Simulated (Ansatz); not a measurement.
Geometry optimisation, RKS r2SCAN/6-31G in Ansatz.

The input (input.yaml):

```yaml
crystal:
  periodic: [false, false, false]
  atoms:
    - { symbol: B, position_ang: [-0.436, 1.3813, 0.1378] }
    - { symbol: "N", position_ang: [-0.0406, 0.0177, -0.261] }
    - { symbol: C, position_ang: [0.3348, -0.9301, 0.7554] }
    - { symbol: C, position_ang: [0.0547, -0.3322, -1.6188] }
    - { symbol: "N", position_ang: [-0.0029, -0.6504, -2.7504] }
    - { symbol: H, position_ang: [-0.5069, 1.769, 1.2602] }
    - { symbol: H, position_ang: [-0.7858, 2.2017, -0.7019] }
    - { symbol: H, position_ang: [-0.4375, -1.0935, 1.4627] }
    - { symbol: H, position_ang: [1.2383, -0.512, 1.3776] }
    - { symbol: H, position_ang: [0.665, -1.9026, 0.3415] }
basis:
  gaussian: { orbitals: "6-31G" }
hamiltonian:
  xc: r2scan
relax:
  f_tol: 0.02
  max_steps: 40
```

Launched with:

```bash
$ ansatz run input.yaml --threads 1 --pin off --max-ram 2048MiB --backend cpu --events-out ev --progress --plain --runs-dir out
```

Q: Where does it end, and by what steps?

A: The forces met the threshold. Limits of this set-up: no polarisation functions. After 20 steps the energy has fallen by 0.459 eV; H9 moved furthest, 0.91 Å.

| step | energy less start (eV) | largest force component (eV/Å) | accepted |
| --- | --- | --- | --- |
| 0 | 0.0000 | 3.375 | yes |
| 1 | -0.3252 | 1.250 | yes |
| 2 | -0.3607 | 0.548 | yes |
| 3 | -0.3891 | 0.516 | yes |
| 4 | -0.3887 | 0.367 | no |
| 5 | -0.3997 | 0.081 | yes |
| 6 | -0.4009 | 0.046 | yes |
| 7 | -0.4041 | 0.086 | yes |
| 8 | -0.4053 | 0.040 | yes |
| 9 | -0.4054 | 0.404 | yes |
| 10 | -0.4359 | 0.098 | yes |
| 11 | -0.4523 | 0.047 | yes |
| 12 | -0.4242 | 0.787 | no |
| 13 | -0.4568 | 0.041 | yes |
| 14 | -0.4558 | 0.229 | no |
| 15 | -0.4582 | 0.022 | yes |
| 16 | -0.4585 | 0.056 | yes |
| 17 | -0.4583 | 0.062 | no |
| 18 | -0.4586 | 0.040 | yes |
| 19 | -0.4587 | 0.035 | yes |
| 20 | -0.4587 | 0.002 | yes |

```xyz
10
Properties=species:S:1:pos:R:3
B -0.655 1.340 0.112
N -0.027 0.109 -0.234
C 0.389 -0.920 0.763
C 0.237 -0.213 -1.527
N 0.479 -0.518 -2.643
H -0.852 1.549 1.269
H -0.948 2.094 -0.761
H 0.125 -0.547 1.752
H 1.469 -1.083 0.703
H -0.134 -1.861 0.569
```

The run took 89 s on 1 thread of Arm Neoverse V1, with other jobs on the host, peak memory 0.15 GiB.
